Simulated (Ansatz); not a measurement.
Several settings on one geometry of 1-butyl-3-methylimidazolium, `CCCCn1cc[n+](C)c1` (that of the charge 1 singlet, PBE0-D4/def2-SVP). Ansatz on 4 threads of Arm Neoverse N1 on a shared host; times are rough.

```xyz
25

C    -3.355   -0.861    0.738
C    -2.223    0.080    0.361
C    -1.660   -0.199   -1.026
C    -0.555    0.750   -1.466
N     0.635    0.674   -0.608
C     0.998    1.579    0.358
C     2.134    1.106    0.946
N     2.440   -0.082    0.328
C     3.594   -0.919    0.623
C     1.519   -0.323   -0.607
H    -4.195   -0.780    0.030
H    -3.744   -0.635    1.741
H    -3.022   -1.911    0.739
H    -2.578    1.126    0.401
H    -1.417    0.004    1.114
H    -1.298   -1.241   -1.090
H    -2.461   -0.120   -1.780
H    -0.233    0.547   -2.497
H    -0.893    1.795   -1.431
H     0.426    2.484    0.552
H     2.743    1.520    1.747
H     3.510   -1.860    0.067
H     3.621   -1.140    1.698
H     4.517   -0.403    0.327
H     1.498   -1.190   -1.265
```

Totals from different functionals, basis sets or treatments of relativity can't be compared as stabilities.

The spins typed aren't always the lowest for that charge.

**Question.** Give the basis size and estimate the energy, ⟨S²⟩ and time of these runs.

```tsv
run	method	charge	state	further keys
1	ROKS ωB97/def2-SVPD	2	doublet	scf: {omitted_lower_state_checks: [starts]}; forces asked
2	RKS ωPBEh/def2-TZVP	1	singlet	scf: {omitted_lower_state_checks: [starts]}
3	RKS ωPBEh/def2-mTZVPP	1	singlet	scf: {omitted_lower_state_checks: [starts]}; forces asked
4	RKS B97M-V/def2-TZVP	1	singlet	point_charges: [{charge: -1.00, position_ang: [7.523, 0.547, 0.973]}]; scf: {omitted_lower_state_checks: [starts]}; forces asked
```

**Answer.** 
| run | functions | energy (Eh) | ⟨S²⟩ | wall time |
| --- | --- | --- | --- | --- |
| 1 | 320 | -422.2981 | – | 2.8 min |
| 2 | 400 | -422.8527 | – | 21 s |
| 3 | 275 | -422.8321 | – | 18 s |
| 4 | 400 | -423.4038 | – | 61 s |
